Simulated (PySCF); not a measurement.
## Spinor energies of Ru²⁶⁺ (ruthenium, charge +26)

Start: [Ar]. Calculated with PySCF 2.14 in an even-tempered Gaussian basis (19 s from 3.7 bohr⁻², ratio 2.4; 14 p from 4.8 bohr⁻², ratio 2.4; 5 d from 21 bohr⁻², ratio 2.6; 4 f from 32 bohr⁻², ratio 2.6): generalised Hartree-Fock with the X2C-1e Hamiltonian and a Gaussian nucleus; one run each with spin-orbit coupling (SO) switched off, then screened by Boettger's factors.

```csv
spinor shell,electrons,"ε, spin-free (eV)","ε, screened SO (eV)",weight of nominal j (screened SO),"rms radius, screened SO (bohr)"
1s1/2,2,-23424.4,-23423.2,1.000,0.0384
2s1/2,2,-4442.8,-4442.5,1.000,0.156
2p1/2,2,-4099.3,-4191.2,1.000,0.135
2p3/2,4,-4099.3,-4056.6,1.000,0.140
3s1/2,2,-1578.6,-1578.5,1.000,0.388
3p1/2,2,-1458.5,-1479.0,1.000,0.377
3p3/2,4,-1458.5,-1448.9,1.000,0.385
```

```tsv
quantity	spin-free	screened SO
E (hartree)	-4083.92059	-4084.56955
M_J	0	0
⟨J²⟩	0.000	0.000
⟨L²⟩	0.000	0.006
⟨S²⟩	0.000	0.006
```

Breit and QED terms are absent; they matter most for the inner s and p1/2 levels.

Densities and radii are taken from the X2C orbitals without a picture-change correction, which distorts them close to the nucleus.

Without spin-orbit coupling the j labels of p, d and f shells carry no meaning; the spin-free column gives the mean over the occupied spinors of each nl shell.
